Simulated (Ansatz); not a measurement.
Reaction (ligand exchange at the Sn–Se bond): `[Cl][SnH]([Cl])[SeH]` + CH₃NH₂ → `C[NH][SnH]([Cl])[Cl]` + H₂Se

Calculated with Ansatz (gas phase, PBE0-D4/def2-TZVP geometries, no zero-point term in ΔE). CCSD(T)/CBS is the MP2 limit (def2-TZVPP, def2-QZVPP) plus CCSD(T) − MP2 in def2-TZVPP, frozen cores. DFT in def2-TZVPP. HSE06 is defined as in plane-wave codes. def2 core potentials past Kr. For Se, Sn outer-core shells are correlated without core-valence functions, which leaves a few kJ/mol of doubt a bond. Scalar relativity is left out up to krypton. One conformer a species, not always the lowest.

```json
{"level": "LDA (SPW92)", "ΔE (kcal/mol)": "16.8"}
{"level": "B97M-V", "ΔE (kcal/mol)": "16.7"}
{"level": "r2SCANh-D4", "ΔE (kcal/mol)": "18.1"}
{"level": "HSE06-D4", "ΔE (kcal/mol)": "18.9"}
{"level": "PBE-QIDH", "ΔE (kcal/mol)": "18.1"}
{"level": "CAM-B3LYP", "ΔE (kcal/mol)": "16.9"}
{"level": "HF/def2-TZVPP", "ΔE (kcal/mol)": "19.0"}
{"level": "CCSD(T)/def2-TZVPP", "ΔE (kcal/mol)": "15.5"}
```

Problem. What does CCSD(T)/CBS give? (An estimate is asked.)

Solution. Ansatz gave: +17.1 kcal/mol. The listed levels differ from it by -0.3, -0.4, 1.0, 1.8, 1.0, -0.2, 1.9, -1.6 kcal/mol.

Largest T1 diagnostic among the species: 0.012.

Leaving LDA and LC-ωPBE aside and taking each functional with its dispersion term where it has one, the values, not all of them listed here, spread over 2.4 kcal/mol, from ωB97X-V to HSE06-D4. LDA lies −1.8 kcal/mol from PBE without D4. At CCSD(T), def2-SVP lies −1.8 kcal/mol from the extrapolated value and def2-TZVPP −1.6 kcal/mol. From r2SCAN to r2SCAN0 (25 % exact exchange), in def2-TZVPP and without D4, ΔE moves by +0.9 kcal/mol.
